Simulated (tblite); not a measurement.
C₇H₈NO (doublet state).
Numbering: `[NH2:1][CH2:2][c:3]1[cH:4][cH:5][cH:6][c:7]([O:8])[cH:9]1` (hydrogens: H10, H11 on N1; H12, H13 on C2; H14 on C4; H15 on C5; H16 on C6; H17 on C9)

Geometry (GFN2-xTB, Å), atoms numbered from 1 in this order:
```xyz
17
C7H8NO angstrom
N      2.6925   -0.0941    0.4870
C      1.7018   -0.6915   -0.3950
C      0.2872   -0.2856   -0.0403
C     -0.2213    0.9294   -0.5249
C     -1.4995    1.3630   -0.1689
C     -2.2769    0.6226    0.6763
C     -1.8017   -0.6347    1.2236
O     -2.4901   -1.3215    1.9893
C     -0.4729   -1.0419    0.8124
H      2.5431   -0.3912    1.4452
H      2.6359    0.9181    0.4575
H      1.8097   -1.7765   -0.3291
H      1.9385   -0.3794   -1.4160
H      0.3843    1.5313   -1.1874
H     -1.8663    2.2996   -0.5643
H     -3.2584    0.9516    0.9812
H     -0.1131   -1.9872    1.1927
```

Computed with GFN2-xTB (tblite): harmonic, unscaled wavenumbers at the GFN2-xTB geometry, gas phase. This tight-binding method is rough: wavenumbers can miss measured ones by several per cent, in bad cases by 10 to 20. One conformer, not necessarily the lowest. Open shells enter through the occupations alone, without spin polarisation, and single modes of such species can be off by tens of per cent.

Harmonic wavenumbers (cm⁻¹): 35.9, 117.7, 157.8, 249.3, 276.0, 339.1, 374.4, 459.3, 487.4, 509.6, 599.1, 630.1, 697.4, 732.5, 791.1, 875.6, 880.0, 918.2, 921.0, 929.2, 975.7, 1082.3, 1094.6, 1110.5, 1161.9, 1170.1, 1223.5, 1273.9, 1293.6, 1300.8, 1362.2, 1396.1, 1471.5, 1508.1, 1539.4, 1560.1, 1570.8, 2962.9, 2980.3, 3070.6, 3082.2, 3086.0, 3102.3, 3389.7, 3422.3.

A = 3115, B = 1178, C = 916.3 MHz; mass 122.061 u (most abundant isotopes); point group C1, symmetry number 1; spin multiplicity 2.

Task: What is the zero-point energy?

Result: Half the sum of the wavenumbers: 29086 cm⁻¹ = 83.16 kcal/mol.

Task: What is S at 200 K and 1 bar for an ideal gas of classical rigid rotors and harmonic oscillators?

Result: Translation 38.35, rotation 27.76, vibration 13.53, spin (R ln 2) 1.38: S = 81.0 cal/(mol K).

Task: And Cp and H(200 K) − H(0)?

Result: Cp = 24.11 cal/(mol K), of which vibrations give 16.16 (their classical limit is 45 R = 89.4); H(200 K) − H(0) = 3.08 kcal/mol without the zero-point energy, 1.49 from vibrations.

Task: What must be added to the electronic energy to get the Gibbs energy at 200 K and 1 bar?

Result: ZPE + [H(200 K) − H(0)] − T·S = 83.16 + 3.08 − 16.20 = 70.04 kcal/mol.

Task: Blend soft modes into free rotors: weight 1/[1 + (100 cm⁻¹/ν̃)⁴] for the oscillator and the rest for a rotor with moment μB/(μ + B), μ = h/(8π²ν), B = 10⁻⁴⁴ kg m². What vibrational entropy results?

Result: 12.37 cal/(mol K) in place of 13.53, which changes −T·S at 200 K by +0.23 kcal/mol.

Task: How do the functions run with temperature in this model?

Result: 
```csv
T (K),S (cal/(mol K)),Cp (cal/(mol K)),H − H(0) (kcal/mol),G − H(0) (kcal/mol),ln q(vib)
150,74.8,19.5,1.99,-9.23,2.15
250,86.9,29.0,4.41,-17.33,4.02
298.15,92.5,33.9,5.92,-21.64,4.97
400,103.8,43.6,9.88,-31.64,7.07
600,124.4,58.1,20.15,-54.50,11.36
900,150.7,71.2,39.73,-95.91,17.65
```

q(vib) and H(0) count from the zero-point level.

Task: Which modes carry the vibrational entropy at 200 K?

Result: 35.9 cm⁻¹: 4.68; 117.7 cm⁻¹: 2.38; 157.8 cm⁻¹: 1.84; 249.3 cm⁻¹: 1.07; 276.0 cm⁻¹: 0.92; 339.1 cm⁻¹: 0.64 cal/(mol K); the other 39 give 1.99 together.

Hindered rotation and anharmonicity are outside this model. Other conformers, if any are populated, would add a mixing term that is left out. The structure is chiral; the term R ln 2 for an equal mix with its mirror image is left out.
